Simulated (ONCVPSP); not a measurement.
Building the ONCV potential for potassium (K) (PBEsol, scalar-relativistic).

potassium (K), optimised norm-conserving Vanderbilt (ONCV), made with ONCVPSP 4.0.1 (PBEsol, scalar-relativistic). Core [Ne], reference 3s2 3p6 (charge +1). Waves: 3s: rc 1.65 bohr, ncon 5, nbas 8, qcut 8.4 1/bohr, 1 projector; 3p: rc 1.25 bohr, ncon 4, nbas 8, qcut 6.8 1/bohr, 2 projectors, debl 3.1 Ha; d scattering state at 0.06 Ha: rc 1.65 bohr, ncon 3, nbas 6, qcut 4.9 1/bohr, 2 projectors, debl 2.2 Ha. Local part: polynomial inside 0.90 bohr (lpopt 3, dvloc0 0 Ha). Core correction: polynomial model core, fcfact 0.25.

In the d channel the program set the typed energies aside and used 0.050, 2.250 Ha.

* Cutoffs needed: 24 Ha and 43 Ha (the cutoffs (Ha) at which the residual kinetic energy of the hardest occupied pseudo-wave falls to 1 and 0.1 mHa per electron)
* Ghost test: no bound ghost flagged; no localised positive-energy state flagged
* Largest excitation error: +87 meV (all-electron minus pseudo) for 3s1 3p6 4s1, out of 4 test configurations
* rms error of d²Exc/dni dnj: 2.29 mHa without and 0.55 mHa with the model core
